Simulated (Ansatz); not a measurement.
Calculated with Ansatz (gas phase, PBE0-D4/def2-TZVP geometries, no zero-point term in ΔE). CCSD(T)/CBS is the MP2 limit (def2-TZVPP, def2-QZVPP) plus CCSD(T) − MP2 in def2-TZVPP, frozen cores. This one scheme is used for every species. DFT in def2-TZVPP. B3LYP here is the variant with VWN-RPA as its local correlation; programs differ in this. One conformer a species, not always the lowest.

Consider the ligand exchange at the Al–C bond: `[CH3][Al]([OH])[CH2]F` + `O[SiH3]` → `[CH3][Al]([OH])[O][SiH3]` + `CF`.

`[CH3][Al]([OH])[CH2]F`:

```xyz
11

C    -1.539    0.583   -0.847
Al    0.098   -0.314   -0.328
O     0.730   -1.514   -1.353
C     1.083    0.105    1.344
F     0.414    1.114    2.054
H    -2.219    0.691    0.003
H    -1.326    1.596   -1.206
H    -2.059    0.050   -1.645
H     1.534   -2.006   -1.197
H     2.107    0.456    1.162
H     1.176   -0.760    2.014
```

`O[SiH3]`:

Cartesian coordinates in Å:
```
O 0.197 -0.039 1.266
Si -0.085 -0.156 -0.353
H 0.408 0.825 1.622
H -1.241 0.683 -0.772
H -0.379 -1.583 -0.613
H 1.100 0.269 -1.150
```

`[CH3][Al]([OH])[O][SiH3]`:

```xyz
12

C     1.505    0.652    1.566
Al    0.133   -0.488    0.824
O    -0.392   -1.839    1.700
O    -0.556   -0.173   -0.683
Si   -1.114    0.294   -2.130
H     1.763    0.361    2.586
H     2.417    0.608    0.962
H     1.186    1.698    1.578
H    -1.064   -2.440    1.382
H    -0.324   -0.346   -3.217
H    -2.541   -0.098   -2.286
H    -1.012    1.772   -2.281
```

`CF`:

Cartesian coordinates in Å:
```
C -0.055 0.009 -0.026
F 1.179 -0.187 0.553
H -0.189 1.074 -0.228
H -0.830 -0.340 0.660
H -0.104 -0.555 -0.960
```

Task: Is it downhill or uphill in electronic energy at CCSD(T)/CBS, and by how much? (Best estimate.)

Result: The calculation gave: Downhill: ΔE = -191.1 kJ/mol.

Task: What do these levels give: PBE0-D4, B3LYP-D4, ωB97M-V, PBE, HF/def2-QZVPP, SCS-MP2/def2-QZVPP? (Estimate.)

Result: Computed: PBE0-D4 -182.2, B3LYP-D4 -190.8, ωB97M-V -185.4, PBE -171.8, HF/def2-QZVPP -213.1, SCS-MP2/def2-QZVPP -198.5 kJ/mol.

Largest T1 diagnostic among the species: 0.012.

From PBE to PBE0 (25 % exact exchange), in def2-TZVPP and without D4, ΔE moves by −9.1 kJ/mol. In def2-TZVPP, CCSD(T) changes the Hartree–Fock value by +17.9 kJ/mol (the triples alone add +2.7 kJ/mol) and MP2 by +14.0 kJ/mol.
